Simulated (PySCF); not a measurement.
# `F[C@@H]1C[C@H]1BP`, C₃H₇BFP

Geometry (Å), atoms numbered from 1 in this order:
```xyz
13

F    -1.554    2.097   -0.607
C    -0.682    1.051   -0.614
C    -1.221   -0.311   -0.788
C    -0.706    0.124    0.583
B     0.595   -0.470    1.172
P     1.939   -1.177    0.079
H     0.257    1.359   -1.061
H    -2.289   -0.420   -0.903
H    -0.631   -1.025   -1.343
H    -1.500    0.379    1.277
H     0.693   -0.623    2.330
H     3.057   -0.763    0.772
H     2.035   -0.221   -0.913
```

Computed, not measured: GIAO BHandHLYP/pcSseg-1 magnetisability, rotational g tensor and spin-rotation constants, non-relativistic, gas phase (PySCF 2.14.0). Geometry: GFN2-xTB.

(1) Give the nuclear spin-rotation constants along the inertial axes (H = +C I·J) beside the isotropic shieldings.

(2) How do the rotational constants and the g tensor change when H7, H8, H9, H10, H11, H12, H13 are replaced by deuterium?

Results:

(1) Rotational constants 6.8889, 1.3449, 1.3275 GHz. A star marks the isotopologue with that one atom substituted, in its own axes.
```tsv
atom	isotope	Caa (kHz)	Cbb (kHz)	Ccc (kHz)	mean (kHz)	σ (ppm)
F1	19F	2.471	0.350	0.797	1.206	401.2
B5	11B	3.182	0.652	0.226	1.353	12.5
P6	31P	7.848	1.369	1.424	3.547	525.1
H7	1H	-0.619	-0.001	-0.075	-0.232	27.2
H8	1H	-0.360	-0.145	-0.052	-0.186	30.1
H9	1H	-0.413	-0.105	-0.108	-0.208	31.2
H10	1H	-0.477	-0.016	-0.154	-0.216	30.2
H11	1H	-0.403	0.113	-0.108	-0.133	23.3
H12	1H	-0.446	-0.156	-0.020	-0.207	29.7
H13	1H	-0.562	-0.020	-0.146	-0.242	30.2
C2	13C*	0.901	0.375	0.383	0.553	107.3
C3	13C*	0.654	0.198	0.259	0.370	165.6
C4	13C*	0.598	0.289	0.189	0.359	164.8
```
For the geometry as given, no vibrational averaging.

(2) Constants 5.3842, 1.2545, 1.2314 GHz; g -0.0140, -0.0136, -0.0077, against -0.0169, -0.0145, -0.0086 before.
